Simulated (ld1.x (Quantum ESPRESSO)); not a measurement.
Varying the TM potential for C

Base potential:

carbon (C), norm-conserving Troullier–Martins (Kleinman–Bylander form), made with ld1.x (Quantum ESPRESSO) 7.5 (PW91, scalar-relativistic). Core [He], reference 2s2 2p1.5 (charge +0.5). Waves: 2s (bound): rc 1.10 bohr; 3d channel at 0.35 Ry: rc 2.10 bohr; 2p (bound): rc 1.90 bohr. Local part: the p channel. Core correction: none.

All-electron outer shells of the reference configuration (PW91, scalar-relativistic, ld1.x):

```tsv
shell	level (eV)	outermost node (bohr)	outermost maximum (bohr)
2s	-19.43	0.38	1.20
2p	-10.79	–	1.16
```

Cutoffs, loose and tight: the cutoffs (Ry, on a coarse ladder) from which the occupation-weighted sum of valence levels, in a spherical-Bessel basis at the reference potential, stays within 10 and 1 mRy of its value at 400 Ry. They do not see the model core or the augmentation charge, which bear on the density cutoff. Test errors are all-electron minus pseudo excitation energies from the reference, over the configurations 2s2 2p2; 2s2 2p1; 2s2 2p0; 2s0 2p4; 2s1 2p3; 2s1 2p2; 2s2 2p2.3. A dash means not determined; rows that change the core or the reference have their own tests.

| change | outcome | cutoff, loose | cutoff, tight | bound ghosts | largest test error (meV) |
| --- | --- | --- | --- | --- | --- |
| base | generated | 35 Ry | 90 Ry | none | +174 |
| core correction a·sin(br)/r model core inside 0.44 bohr | generated | 35 Ry | 90 Ry | none | +147 |
| wave 2s (bound): rc 1.10 bohr becomes 2s (bound): rc 1.24 bohr | generated | 35 Ry | 80 Ry | none | +182 |
| wave 2p (bound): rc 1.90 bohr becomes 2p (bound): rc 2.46 bohr | generated | 35 Ry | 90 Ry | none | +416 |
| wave 3d channel at 0.35 Ry: rc 2.10 bohr becomes 3d channel at 0.35 Ry: rc 1.44 bohr | generated | 35 Ry | 90 Ry | none | +174 |
| local potential the s channel | generated | 35 Ry | 90 Ry | none | +189 |
| reference 2s2 2p2 | generated | 35 Ry | 90 Ry | none | +508 |
| wave 3d channel at 0.35 Ry: rc 2.10 bohr becomes 3d channel at 3.43 Ry: rc 2.10 bohr | generated | 35 Ry | 90 Ry | none | +174 |
